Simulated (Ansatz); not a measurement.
Ti, quintet (another spin typed on purpose, not shown lowest); BLYP/STO-3G (Ansatz, a program for electronic structure).

The Ansatz input:
Ansatz 0.2 input:
```yaml
crystal:
  periodic: [false, false, false]
  atoms:
    - {symbol: Ti, position_ang: [0.00000000, 0.00000000, 0.00000000]}
basis:
  gaussian:
    orbitals: STO-3G
hamiltonian:
  xc: blyp
magnetization: {spin_polarized: false, initial_magnetization: 4}
```

What the program printed (banner, timings and long lists left out):

```
Functional definition: BLYP
121 factors; integrals over basis functions are off by at most 5.6e-5 eV
mean field evaluation 1: about -22863.7412 eV, gradient 6.1e0 eV
mean field evaluation 2: about -22863.7413 eV, gradient 6.1e0 eV
mean field evaluation 4: about -22863.8897 eV, gradient 6.3e0 eV
mean field evaluation 8: about -22864.1694 eV, gradient 5.5e0 eV
mean field evaluation 16: about -22864.5444 eV, gradient 4.1e0 eV
mean field evaluation 32: about -22864.7427 eV, gradient 3.8e-5 eV
mean field evaluation 64: about -22864.7654 eV, gradient 4.4e-1 eV
mean field evaluation 96: about -22864.7872 eV, gradient 1.2e-6 eV
mean field evaluation 128: about -22864.7872 eV, gradient 3.5e-5 eV
mean field evaluation 160: about -22864.3875 eV, gradient 5.3e-1 eV
mean field evaluation 192: about -22864.5603 eV, gradient 1.2e0 eV
mean field evaluation 224: about -22864.5849 eV, gradient 1.1e0 eV
mean field evaluation 256: about -22862.6670 eV, gradient 6.6e0 eV
mean field evaluation 288: about -22864.4291 eV, gradient 1.6e0 eV
mean field -22864.78715996 eV, -840.2654298191 hartree, gradient 7.4e-7 eV, S^2 6.000000; 19 other end points of the search recorded, 0 dependent functions left out
reference -22864.78736018 eV, -840.2654371770 hartree; 13, 9 occupied and 5, 9 virtual orbitals, 121 factors
Total energy: -22864.78736018 eV, -840.2654371770 hartree
```
